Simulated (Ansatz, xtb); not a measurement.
BFHInO: where a starting geometry ends

The starting geometry of this gas-phase singlet was built from a drawn formula by distance geometry and a force field; its bonds are those of `O[B](F)[In]`.

```json
{"atom": "B", "x (Å)": "-1.9065", "y (Å)": "0.4543", "z (Å)": "-1.0565"}
{"atom": "F", "x (Å)": "-1.3549", "y (Å)": "0.2189", "z (Å)": "-2.3755"}
{"atom": "In", "x (Å)": "-2.8924", "y (Å)": "-1.3630", "z (Å)": "0.0721"}
{"atom": "O", "x (Å)": "-1.8281", "y (Å)": "1.8113", "z (Å)": "-0.4659"}
{"atom": "H", "x (Å)": "-0.9334", "y (Å)": "1.8003", "z (Å)": "0.0083"}
```

**Question.** Predict what becomes of its bonds when it is optimised with r2SCAN-D4/def2-SVP.

**Answer.** It keeps its bonds, and is `O[B](F)[In]`.

The energy falls by 1.02 eV over 12 steps:

| step | E − E(last) (eV) |
| --- | --- |
| 1 | 1.017 |
| 2 | 0.670 |
| 3 | 0.479 |
| 5 | 0.204 |
| 6 | 0.197 |
| 7 | 0.089 |
| 8 | 0.008 |
| 10 | 0.001 |
| 11 | 0.000 |
| 12 | 0.000 |

Final geometry (Å):

```yaml
atoms:
  - { symbol: B, position_ang: [-1.8225, 0.3732, -0.9349] }
  - { symbol: F, position_ang: [-1.2727, 0.4423, -2.1706] }
  - { symbol: In, position_ang: [-3.1619, -1.4628, -0.0174] }
  - { symbol: O, position_ang: [-1.5989, 1.4446, -0.1258] }
  - { symbol: H, position_ang: [-1.0593, 2.1245, -0.5689] }
```

From the same start GFN2-xTB ends elsewhere, differing in In3–O4 (2.41 against 3.30 Å here).

No frequencies were run, so the end isn't proven a minimum. Atoms past krypton carry core potentials, without spin–orbit terms. Run with Ansatz 0.2.0, 51 s on 1 thread of Intel(R) Xeon(R) Processor @ 2.50GHz (Skylake/Cascade Lake), on a shared host.
